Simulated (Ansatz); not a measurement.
Geometry optimisation, RKS PBE-D4/def2-SVP (Ansatz).

input.yaml

```yaml
crystal:
  periodic: [false, false, false]
  atoms:
    - { symbol: F, position_ang: [1.5259, -1.6617, 0.3346] }
    - { symbol: B, position_ang: [0.186, -1.0617, 0.6656] }
    - { symbol: F, position_ang: [-0.9197, -1.9303, 1.0604] }
    - { symbol: O, position_ang: [0.0774, 0.4008, 0.6837] }
    - { symbol: P, position_ang: [-0.5536, 0.7825, -0.9254] }
    - { symbol: H, position_ang: [-1.91476, 0.30482, -0.60073] }
    - { symbol: H, position_ang: [-0.1197, -0.53196, -1.42676] }
basis:
  gaussian: { orbitals: def2-SVP }
hamiltonian:
  xc: pbe
  dispersion: d4
relax:
  f_tol: 0.015
  max_steps: 40
output:
  orbitals: {}
```

Run as:

```bash
$ ansatz run input.yaml --threads 1 --pin off --max-ram 2048MiB --backend cpu --events-out ev --progress --plain --runs-dir out
```

Problem. Where does it end, and by what steps?

Solution. It converged. After 15 steps the energy has fallen by 1.428 eV; H7 moved furthest, 1.14 Å.

```csv
step,energy less start (eV),largest force component (eV/Å),accepted
0,0.0000,4.356,yes
1,-0.6945,2.189,yes
2,-0.9582,2.856,yes
3,-1.1127,1.055,yes
4,-1.1782,0.586,yes
5,-1.2175,0.295,yes
6,-1.2322,0.750,yes
7,-1.2866,0.251,yes
8,-1.3238,0.758,yes
9,-1.3110,1.522,no
10,-1.3699,0.534,yes
11,-1.3893,0.486,yes
12,-1.4241,0.157,yes
13,-1.4272,0.046,yes
14,-1.4275,0.073,yes
15,-1.4277,0.009,yes
```

```xyz
7
Properties=species:S:1:pos:R:3
F 1.402 -1.797 1.316
B 0.331 -1.223 0.774
F -0.864 -1.785 0.989
O 0.487 -0.097 0.035
P -0.698 0.861 -0.734
H -1.856 0.018 -0.521
H -0.520 0.325 -2.068
```

Whether the end is a true minimum wasn't checked by a vibrational analysis.

The run took 44 s on 1 thread of Arm Neoverse V2, on a shared host, peak memory 0.14 GiB.
